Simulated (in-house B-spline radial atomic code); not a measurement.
Mg. Computed with a B-spline radial atomic code. Model: non-relativistic spherical atom: semilocal Troullier-Martins pseudo-atom, one channel per l, against all electrons, high spin, G0W0 and RPA with empty states to l = 8, local potential for every l without a channel, a model core (radius 0 = none) keeps its share of the functional.

What the tables leave out is listed at the end.

The pseudopotential gives back the lowest level of each angular momentum of its own functional in the configuration it was made in; a second state of the same l is only approximately right. Exact exchange, RPA and GW see the smooth pseudo-orbitals and miss the exchange with the core, for which the functional's share stands in. The column with an uncorrelated core keeps all orbitals and exact exchange, and so separates missing core correlation from pseudisation. Only the three outermost levels and the lowest empty one were computed. RPA here is direct RPA, with no exchange kernel, and its energies carry an (l + 1/2)⁻⁴ tail. A hybrid on a potential with a model core restores only its own semilocal share of the core's exchange.

Command:
```bash
python run_psgw.py task.json out
```
Settings (lengths in bohr, energies in hartree):
```
Z                      12
electrons              12
configuration          [Ne] 3s2
generated_in           [Ne] 3s2
functional             pbe,pbe
core_shells            2
radius_factor          0.9
core_correction        True
ion_configuration      [Ne] 3s1
```

Run time, properties included: 23 s on 1 thread of Arm Neoverse V2, on a shared host.

Given: made with PBE; model core radius 0.201 bohr; local radius 0.892 bohr; mean-field start PBE.

Valence shells of the generating configuration: 2p, 3s.

Channel: s 2.3, p 0.643 (radii in bohr).

Computed: largest level miss in the spin-unpolarised generating configuration 0 eV; valence RPA correlation energy all-electron orbitals -0.42175 hartree; valence RPA correlation energy pseudo -0.5309 hartree; all-electron RPA polarisability, core included 53.999 bohr³; ionisation by mean-field pseudo minus all -0.005 eV; ionisation by RPA all-electron 8.0263 eV; ionisation by RPA pseudo minus all 0.156 eV.

```csv
level,occupied,mean-field all-electron (eV),mean-field pseudo minus all (eV),G0W0 all-electron (eV),G0W0 uncorrelated core minus all (eV),G0W0 pseudo minus all (eV),exchange self-energy all-electron (eV),exchange self-energy pseudo (eV)
3s,1,-4.6989,0,-7.5139,-0.023,-0.151,-8.9708,-8.5281
```

Task: What is the ionisation by mean-field all-electron?

Result: 7.6121 eV.

Task: What is the pseudo-atom RPA polarisability?

Result: 54.042 bohr³.

Given: mean-field start PBE0.

Computed: valence RPA correlation energy all-electron orbitals -0.39684 hartree; valence RPA correlation energy pseudo -0.50587 hartree; all-electron RPA polarisability, core included 46.37 bohr³; pseudo-atom RPA polarisability 45.396 bohr³; ionisation by mean-field pseudo minus all 0.042 eV; ionisation by RPA all-electron 7.8399 eV.

```json
{"level": "3s", "occupied": "1", "mean-field all-electron (eV)": "-5.4255", "mean-field pseudo minus all (eV)": "-0.031", "G0W0 all-electron (eV)": "-7.6709", "G0W0 uncorrelated core minus all (eV)": "-0.022", "G0W0 pseudo minus all (eV)": "-0.154", "exchange self-energy all-electron (eV)": "-8.8703", "exchange self-energy pseudo (eV)": "-8.5847"}
```

Task: What is the ionisation by RPA pseudo minus all?

Result: 0.139 eV.

Task: What is the ionisation by mean-field all-electron?

Result: 7.5415 eV.

Among the listed levels the largest G0W0 shift of the pseudo-atom is -0.15 eV, for 3s on the PBE0 start, while leaving the core uncorrelated moves that level by -0.02 eV. So pseudisation and the lost core exchange, not the missing core correlation, make the error. Not in the tables (levels of low weight, unsolved or above zero; the highest and the empty levels are kept at any weight): on PBE the G0W0 levels 2p (pseudo minus all +2.35 eV, weights 0.06 and 0.07), 3p (pseudo minus all +0.04 eV, weights 0.86 and 0.86); on PBE0 the G0W0 levels 2p (pseudo minus all +3.84 eV, weights 0.56 and 0.03), 3p (pseudo minus all +0.06 eV, weights 0.91 and 0.91); no Hartree-Fock pseudo-atom is run with a model core.
